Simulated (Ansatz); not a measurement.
Abridged output of a molecular run in Ansatz:

```
Functional definition: HF
1686 factors; integrals over basis functions are off by at most 1.5e-3 eV
mean field evaluation 1: about -14208.5056 eV, gradient 4.1e1 eV
mean field evaluation 2: about -14208.8674 eV, gradient 4.1e1 eV
mean field evaluation 4: about -14213.1489 eV, gradient 4.9e0 eV
mean field evaluation 8: about -14213.2268 eV, gradient 3.0e-1 eV
mean field -14213.22704160 eV, -522.3264597076 hartree, gradient 1.7e-6 eV, S^2 0.000000; 0 other end points of the search recorded, 0 dependent functions left out
10 core orbitals not correlated: weight in the atoms' cores, before any rotation towards them, 1.000 or more for the frozen orbitals, at most 0.000 for the correlated occupied ones
reference -14213.22704160 eV, -522.3264597076 hartree; 16, 16 occupied and 255, 255 virtual orbitals, 1686 factors
second order -26.47422334 eV of doubles, -0.00000000 eV of singles
cycle   1  -26.60129481 eV  change   -1.3e-1 eV  update   1.2e-1
cycle   2  -27.32850540 eV  change   -7.3e-1 eV  update   3.8e-2
cycle   3  -27.50249180 eV  change   -1.7e-1 eV  update   2.1e-2
cycle   4  -27.48327006 eV  change    1.9e-2 eV  update   6.0e-3
cycle   5  -27.48011245 eV  change    3.2e-3 eV  update   3.0e-3
cycle   6  -27.48154497 eV  change   -1.4e-3 eV  update   9.9e-4
cycle   7  -27.48083869 eV  change    7.1e-4 eV  update   3.5e-4
cycle   8  -27.48069054 eV  change    1.5e-4 eV  update   1.3e-4
cycle   9  -27.48076081 eV  change   -7.0e-5 eV  update   4.1e-5
cycle  10  -27.48076552 eV  change   -4.7e-6 eV  update   1.4e-5
perturbative correction -1.24209074 eV, -0.0456459928 hartree
Total energy: -14241.94989786 eV, -523.3820052061 hartree
```

Its atoms:

Cartesian coordinates in Å:
```
Si -1.3407 1.4298 0.0383
C -0.1365 0.0280 -0.0293
C -0.3871 -1.2273 -0.4528
O 0.7132 -2.0202 -0.3768
B 1.7472 -1.2406 0.1261
N 1.2154 0.0467 0.3451
H -2.6442 0.9242 -0.4578
H -1.4899 1.9364 1.4293
H -0.8832 2.5657 -0.8068
H -1.2974 -1.6683 -0.8261
H 2.8454 -1.6480 0.3108
H 1.6580 0.8739 0.7002
```

**Question.** Which basis set was used?
A. def2-TZVPP
B. def2-TZVPPD
C. cc-pV(D+d)Z
D. def2-SVP

**Answer.** A. It gives 281 functions.

**Question.** Write the keys of the input that set method, charge and spin (a neutral closed shell needs none for the last two).

**Answer.** 
```yaml
correlation: {method: ccsd_t}
```
